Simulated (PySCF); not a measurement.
A TDDFT job was run through a driver script with this input:

```
{"job": {"kind": "uv", "xc": "wB97X-D", "basis": "def2-SVPD", "nstates": 8, "ntriplets": 3}, "charge": 0, "multiplicity": 1}
F      3.651797     0.951287     0.759248
Ga     2.223410     0.598359    -0.227093
Br     2.634644     0.664910    -2.501506
C      0.313527     0.175217     0.468267
C     -0.830097     0.865744    -0.284620
C     -1.597686    -0.463530    -0.248901
C     -0.286779    -1.187526     0.090816
H      0.292797     0.360513     1.544454
H     -1.284853     1.723868     0.209052
H     -0.565269     1.140077    -1.309464
H     -2.317570    -0.505284     0.566183
H     -2.081591    -0.761186    -1.176263
H     -0.318080    -1.934515     0.883441
H      0.165071    -1.628406    -0.800758
```

Method used: TDDFT wB97X-D/def2-SVPD, vertical, gas phase, core orbitals frozen in the response in PySCF. Job line and output are in the format of a driver script around the code.

(1) What does the script print for it?

Answers

(1) 
```
coarse grid: 58072 points
cycle   1  E = -4754.7641207762  dE = -8.257e-01  |g| = 7.769e-01  |ddm| = 5.585e+00
cycle   2  E = -4754.6926100414  dE =  7.151e-02  |g| = 1.112e+00  |ddm| = 2.043e+00
cycle   3  E = -4754.8780499427  dE = -1.854e-01  |g| = 8.185e-02  |ddm| = 1.046e+00
cycle   4  E = -4754.8793451119  dE = -1.295e-03  |g| = 4.958e-02  |ddm| = 2.138e-01
cycle   5  E = -4754.8797524838  dE = -4.074e-04  |g| = 7.698e-03  |ddm| = 6.944e-02
cycle   6  E = -4754.8797779115  dE = -2.543e-05  |g| = 2.537e-03  |ddm| = 2.763e-02
cycle   7  E = -4754.8797808501  dE = -2.939e-06  |g| = 1.075e-03  |ddm| = 8.300e-03
final grid: 120408 points
cycle   8  E = -4754.8796505400  dE = -2.130e-06  |g| = 1.164e-03  |ddm| = 1.831e-02
cycle   9  E = -4754.8796505364  dE =  3.587e-09  |g| = 1.345e-03  |ddm| = 3.548e-03
cycle  10  E = -4754.8796508519  dE = -3.155e-07  |g| = 1.408e-04  |ddm| = 1.399e-03
cycle  11  E = -4754.8796508588  dE = -6.852e-09  |g| = 8.029e-05  |ddm| = 3.766e-04
cycle  12  E = -4754.8796508610  dE = -2.168e-09  |g| = 1.691e-05  |ddm| = 2.161e-04
cycle  13  E = -4754.8796508611  dE = -1.801e-10  |g| = 8.208e-06  |ddm| = 8.071e-05
converged SCF energy = -4754.8796508611

Static polarisability (au): isotropic 94.218, principal 77.706 90.559 114.389

Singlet excitations
state   eV       nm        f      main configurations
  1   5.5863    221.9   0.00777   H->L+1 0.91
  2   6.0408    205.2   0.25834   H->L 0.69, H-1->L 0.19
  3   6.2070    199.7   0.05228   H-1->L 0.70, H->L 0.15
  4   6.2575    198.1   0.00914   H-1->L+1 0.60, H-2->L 0.34
  5   6.2780    197.5   0.02416   H-2->L 0.57, H-1->L+1 0.33
  6   6.6652    186.0   0.10380   H-2->L+1 0.82
  7   7.4333    166.8   0.00052   H-3->L 0.88
  8   7.5428    164.4   0.01243   H-4->L 0.58, H-3->L+1 0.26

Triplet excitations (Tamm-Dancoff, eV): 4.9570 5.2200 5.8331
```

The structure is a single GFN2-xTB conformer in the gas phase; no vibrational or solvent corrections. The wB97X-D/def2-SVPD calculation is non-relativistic and has no spin–orbit coupling, an omission that weighs most on bromine and gallium.

The SCF starts on a coarse grid; the energy jumps when the final grid takes over, and dE counts afresh there. H and L stand for HOMO and LUMO.

The values belong to the conformer `[F:1][Ga:2]([Br:3])[CH:4]1[CH2:5][CH2:6][CH2:7]1`: F1–Ga2–C4–C5 137°.

The pairwise dispersion term of wB97X-D wasn't added to the energies; at a given geometry it leaves orbitals and properties as they are.
